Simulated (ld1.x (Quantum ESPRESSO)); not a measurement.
**Before and after: ultrasoft potential for silver**

Ag, ultrasoft, made with ld1.x (Quantum ESPRESSO) 7.5 (BLYP, fully relativistic). Core [Kr], reference 4d9 5s2 5p0. Waves: 5s (bound): rcut 2.60, rcutus 2.85 bohr; 5s channel at -0.1 Ry: rcut 2.60, rcutus 2.85 bohr; 5p (bound, empty): rcut 3.00, rcutus 3.80 bohr; 5p channel at 0.85 Ry: rcut 3.00, rcutus 3.80 bohr; 4d (bound): rcut 1.55, rcutus 1.75 bohr; 4d channel at -0.25 Ry: rcut 1.55, rcutus 1.75 bohr. Local part: all-electron potential smoothed inside 3.00 bohr (lloc = -1). Core correction: a·sin(br)/r model core inside 1.50 bohr. Augmentation charge: PSQ, inside the norm-conserving radii.

Open shells are filled in proportion to 2j + 1 (rel_dist='average').

All-electron outer shells of the reference configuration (BLYP, scalar-relativistic, ld1.x):

```tsv
shell	level (eV)	outermost node (bohr)	outermost maximum (bohr)
4s	-99.03	0.44	0.82
4p	-62.36	0.44	0.87
4d	-10.54	0.43	1.03
5s	-5.53	1.10	2.40
5p	-1.22	1.24	3.40
```

Change: wave 5s channel at -0.1 Ry: rcut 2.60, rcutus 2.85 bohr becomes 5s channel at 5.91 Ry: rcut 2.60, rcutus 2.85 bohr.

Cutoffs: the cutoffs (Ry, on a coarse ladder) from which the occupation-weighted sum of valence levels, in a spherical-Bessel basis at the reference potential, stays within 10 and 1 mRy of its value at 400 Ry; they do not see the model core or the augmentation charge, which bear on the density cutoff. Errors are all-electron minus pseudo energies relative to the spin-unpolarised reference configuration.

**Question.** How do hardness, ghosts and transferability respond?

**Answer.** The potential gets neither clearly harder nor softer (40 Ry and 60 Ry → 40 Ry and 60 Ry); of the 7 tests that both files solve, the error grows in 0 and shrinks in 1 by more than 15 % and 0.3 meV (median size 72.8 → 72.7 meV); the range in which the s phases agree narrows (upper end 3.2 → 0.7); neither file shows a bound ghost.

| quantity | base | changed |
| --- | --- | --- |
| cutoff, loose | 40 Ry | 40 Ry |
| cutoff, tight | 60 Ry | 60 Ry |
| bound ghosts | none | none |
| error for 4d10 5s1 5p0, meV [ΔE -3.93 eV] | -49 | -45 |
| error for 4d10 5s0 5p0, meV [ΔE 3.95 eV] | -88 | -88 |
| error for 4d9 5s0 5p0, meV [ΔE 25.99 eV] | -73 | -73 |
| error for 4d7 5s0 5p0, meV [ΔE 113.64 eV] | -157 | -157 |
| error for 4d9 5s1 5p1, meV [ΔE 4.49 eV] | -5.1 | -4.5 |
| error for 4d9 5s1 5p0, meV [ΔE 9.11 eV] | -11 | -7.8 |
| error for 4d8 5s0 5p0, meV [ΔE 62.07 eV] | -128 | -128 |
| s: phases at 4.08 bohr within 0.05 rad from the reference energy up to (Ry; the scan ends near 5) | 3.2 | 0.7 |
| p1/2: phases at 4.08 bohr within 0.05 rad from the reference energy up to (Ry; the scan ends near 5) | 1.4 | 1.4 |
| p3/2: phases at 4.08 bohr within 0.05 rad from the reference energy up to (Ry; the scan ends near 5) | 1.6 | 1.6 |
| d3/2: phases at 4.08 bohr within 0.05 rad from the reference energy up to (Ry; the scan ends near 5) | 2.8 | 2.8 |
| d5/2: phases at 4.08 bohr within 0.05 rad from the reference energy up to (Ry; the scan ends near 5) | 2.8 | 2.8 |
| lowest overlap eigenvalue by channel | s 0.36, p1/2 0.57, p3/2 0.59, d3/2 1.00, d5/2 0.99 | s 0.05, p1/2 0.57, p3/2 0.59, d3/2 1.00, d5/2 0.99 |
